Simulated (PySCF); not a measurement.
## Ionisation energy of Zr⁺ by level of theory

Zr⁺ [Kr] 4d2 5s1 (4F) → Zr²⁺ [Kr] 4d2 (3F), as a difference of total energies. Computed with PySCF 2.14 in aug-cc-pVTZ-DK, with the spin-free X2C one-electron Hamiltonian (Gaussian nucleus). Correlated levels: valence: [Kr] frozen. The calculations carry no spin-orbit coupling.

```
           method  ionisation energy (eV)  plus first-order spin-orbit estimate  error of that sum (eV)
              UHF                  12.279                                12.269                  -0.861
              LDA                  13.641                                13.631                  +0.501
              PBE                  13.391                                13.381                  +0.251
             PBE0                  13.172                                13.162                  +0.032
           r2SCAN                  13.252                                13.242                  +0.112
            B3LYP                  13.305                                13.295                  +0.165
            HSE06                  13.218                                13.208                  +0.078
           PBEsol                  13.378                                13.368                  +0.238
    MP2 (valence)                  12.511                                12.501                  -0.629
SCS-MP2 (valence)                  12.356                                12.346                  -0.784
```

Reference: 13.13 eV (measured; NIST Atomic Spectra Database, ionization energies).

A first-order spin-orbit estimate (lowest level to lowest level, LS coupling) adds -0.010 eV.

Errors of the correlated levels include the incompleteness of this basis and the frozen core.
